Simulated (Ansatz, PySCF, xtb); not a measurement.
Dissociation curve of AlH, singlet.

- UHF/3-21G = unrestricted Hartree-Fock/3-21G run with PySCF 2.14.0
- UKS-B3LYP/6-31G* = unrestricted B3LYP/6-31G*, spherical d (PySCF)
- GFN1-xTB (xtb)
- FCI = full CI/aug-cc-pVTZ, frozen core (Ansatz, a first-principles code)

Energies relative to the lowest point of each curve near equilibrium, in mEh; the last columns give the difference from FCI:

```json
[
 {"R / Å": "1.23", "UHF/3-21G": "70.6", "UKS-B3LYP/6-31G*": "67.8", "GFN1-xTB": "90.4", "FCI": "64.2", "UHF/3-21G − FCI": "6.4", "UKS-B3LYP/6-31G* − FCI": "3.6", "GFN1-xTB − FCI": "26.2"},
 {"R / Å": "1.34", "UHF/3-21G": "34.0", "UKS-B3LYP/6-31G*": "32.0", "GFN1-xTB": "48.1", "FCI": "29.6", "UHF/3-21G − FCI": "4.4", "UKS-B3LYP/6-31G* − FCI": "2.4", "GFN1-xTB − FCI": "18.5"},
 {"R / Å": "1.41", "UHF/3-21G": "19.3", "UKS-B3LYP/6-31G*": "17.9", "GFN1-xTB": "31.2", "FCI": "16.2", "UHF/3-21G − FCI": "3.1", "UKS-B3LYP/6-31G* − FCI": "1.7", "GFN1-xTB − FCI": "15.0"},
 {"R / Å": "1.51", "UHF/3-21G": "6.5", "UKS-B3LYP/6-31G*": "5.9", "GFN1-xTB": "15.3", "FCI": "5.0", "UHF/3-21G − FCI": "1.5", "UKS-B3LYP/6-31G* − FCI": "0.9", "GFN1-xTB − FCI": "10.3"},
 {"R / Å": "1.56", "UHF/3-21G": "3.0", "UKS-B3LYP/6-31G*": "2.6", "GFN1-xTB": "10.0", "FCI": "2.1", "UHF/3-21G − FCI": "0.9", "UKS-B3LYP/6-31G* − FCI": "0.6", "GFN1-xTB − FCI": "7.9"},
 {"R / Å": "1.60", "UHF/3-21G": "1.2", "UKS-B3LYP/6-31G*": "1.0", "GFN1-xTB": "6.7", "FCI": "0.7", "UHF/3-21G − FCI": "0.5", "UKS-B3LYP/6-31G* − FCI": "0.3", "GFN1-xTB − FCI": "6.0"},
 {"R / Å": "1.66", "UHF/3-21G": "0.0", "UKS-B3LYP/6-31G*": "0.0", "GFN1-xTB": "3.1", "FCI": "0.0", "UHF/3-21G − FCI": "0.0", "UKS-B3LYP/6-31G* − FCI": "0.0", "GFN1-xTB − FCI": "3.1"},
 {"R / Å": "1.70", "UHF/3-21G": "0.0", "UKS-B3LYP/6-31G*": "0.1", "GFN1-xTB": "1.6", "FCI": "0.3", "UHF/3-21G − FCI": "-0.2", "UKS-B3LYP/6-31G* − FCI": "-0.2", "GFN1-xTB − FCI": "1.3"},
 {"R / Å": "1.79", "UHF/3-21G": "2.1", "UKS-B3LYP/6-31G*": "2.1", "GFN1-xTB": "0.0", "FCI": "2.6", "UHF/3-21G − FCI": "-0.5", "UKS-B3LYP/6-31G* − FCI": "-0.5", "GFN1-xTB − FCI": "-2.6"},
 {"R / Å": "1.85", "UHF/3-21G": "4.6", "UKS-B3LYP/6-31G*": "4.4", "GFN1-xTB": "0.3", "FCI": "5.1", "UHF/3-21G − FCI": "-0.6", "UKS-B3LYP/6-31G* − FCI": "-0.7", "GFN1-xTB − FCI": "-4.9"},
 {"R / Å": "1.91", "UHF/3-21G": "7.8", "UKS-B3LYP/6-31G*": "7.4", "GFN1-xTB": "1.3", "FCI": "8.3", "UHF/3-21G − FCI": "-0.5", "UKS-B3LYP/6-31G* − FCI": "-0.8", "GFN1-xTB − FCI": "-6.9"},
 {"R / Å": "2.05", "UHF/3-21G": "17.1", "UKS-B3LYP/6-31G*": "16.0", "GFN1-xTB": "6.2", "FCI": "17.0", "UHF/3-21G − FCI": "0.1", "UKS-B3LYP/6-31G* − FCI": "-1.0", "GFN1-xTB − FCI": "-10.8"},
 {"R / Å": "2.25", "UHF/3-21G": "32.9", "UKS-B3LYP/6-31G*": "30.2", "GFN1-xTB": "16.7", "FCI": "31.2", "UHF/3-21G − FCI": "1.8", "UKS-B3LYP/6-31G* − FCI": "-1.0", "GFN1-xTB − FCI": "-14.4"},
 {"R / Å": "2.51", "UHF/3-21G": "51.0", "UKS-B3LYP/6-31G*": "49.3", "GFN1-xTB": "33.9", "FCI": "49.6", "UHF/3-21G − FCI": "1.4", "UKS-B3LYP/6-31G* − FCI": "-0.3", "GFN1-xTB − FCI": "-15.7"},
 {"R / Å": "2.74", "UHF/3-21G": "60.4", "UKS-B3LYP/6-31G*": "65.4", "GFN1-xTB": "50.5", "FCI": "64.4", "UHF/3-21G − FCI": "-4.0", "UKS-B3LYP/6-31G* − FCI": "1.0", "GFN1-xTB − FCI": "-13.8"},
 {"R / Å": "2.98", "UHF/3-21G": "66.2", "UKS-B3LYP/6-31G*": "80.0", "GFN1-xTB": "67.9", "FCI": "77.7", "UHF/3-21G − FCI": "-11.4", "UKS-B3LYP/6-31G* − FCI": "2.3", "GFN1-xTB − FCI": "-9.7"},
 {"R / Å": "3.33", "UHF/3-21G": "70.9", "UKS-B3LYP/6-31G*": "93.9", "GFN1-xTB": "92.1", "FCI": "92.8", "UHF/3-21G − FCI": "-21.9", "UKS-B3LYP/6-31G* − FCI": "1.1", "GFN1-xTB − FCI": "-0.6"},
 {"R / Å": "3.71", "UHF/3-21G": "73.2", "UKS-B3LYP/6-31G*": "102.7", "GFN1-xTB": "116.5", "FCI": "103.6", "UHF/3-21G − FCI": "-30.3", "UKS-B3LYP/6-31G* − FCI": "-0.8", "GFN1-xTB − FCI": "13.0"},
 {"R / Å": "4.07", "UHF/3-21G": "74.2", "UKS-B3LYP/6-31G*": "107.8", "GFN1-xTB": "138.3", "FCI": "109.4", "UHF/3-21G − FCI": "-35.2", "UKS-B3LYP/6-31G* − FCI": "-1.6", "GFN1-xTB − FCI": "28.9"},
 {"R / Å": "4.41", "UHF/3-21G": "74.7", "UKS-B3LYP/6-31G*": "110.8", "GFN1-xTB": "157.8", "FCI": "112.3", "UHF/3-21G − FCI": "-37.6", "UKS-B3LYP/6-31G* − FCI": "-1.6", "GFN1-xTB − FCI": "45.5"},
 {"R / Å": "5.04", "UHF/3-21G": "75.1", "UKS-B3LYP/6-31G*": "113.6", "GFN1-xTB": "191.0", "FCI": "114.5", "UHF/3-21G − FCI": "-39.4", "UKS-B3LYP/6-31G* − FCI": "-0.9", "GFN1-xTB − FCI": "76.5"},
 {"R / Å": "5.77", "UHF/3-21G": "75.2", "UKS-B3LYP/6-31G*": "114.4", "GFN1-xTB": "—", "FCI": "115.1", "UHF/3-21G − FCI": "-39.9", "UKS-B3LYP/6-31G* − FCI": "-0.7", "GFN1-xTB − FCI": "—"},
 {"R / Å": "6.61", "UHF/3-21G": "75.3", "UKS-B3LYP/6-31G*": "114.6", "GFN1-xTB": "—", "FCI": "115.2", "UHF/3-21G − FCI": "-40.0", "UKS-B3LYP/6-31G* − FCI": "-0.7", "GFN1-xTB − FCI": "—"}
]
```

UHF/3-21G is furthest from FCI at 6.61 (-40.0 mEh, below); its mean absolute difference over the points is 12.2 mEh.

UKS-B3LYP/6-31G* is furthest from FCI at 1.23 (3.6 mEh, above); its mean absolute difference over the points is 1.1 mEh.

GFN1-xTB is furthest from FCI at 5.04 (76.5 mEh, above); its mean absolute difference over the points is 15.8 mEh.

Dashes: no converged value, or the column stops at the first point that the program doubted or that broke a chosen test of continuity, which isn't proof of a fault.

The unrestricted determinant behind UHF/3-21G is spin-contaminated at 1.23 to 1.66, 2.51 to 6.61 Å (<S²> up to 1.0, against 0.00 for a pure singlet). The unrestricted determinant behind UKS-B3LYP/6-31G* is spin-contaminated at 2.98 to 6.61 Å (<S²> up to 1.0, against 0.00 for a pure singlet).
